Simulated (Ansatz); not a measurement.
Q: Predict a relaxed structure of InH2(OH) (InOH3), charge 0, singlet, at PBE-D4/def2-TZVP (Ansatz).

A: 
```xyz
5

In    0.612   -0.169   -0.056
H     1.212   -1.760   -0.284
H     1.334    1.392    0.092
O    -1.404   -0.181    0.059
H    -1.754    0.717    0.189
```
Point group Cs (tolerance 0.1 Å). This is one stationary point.

In the def2 sets In takes a core potential; there is no spin–orbit coupling.
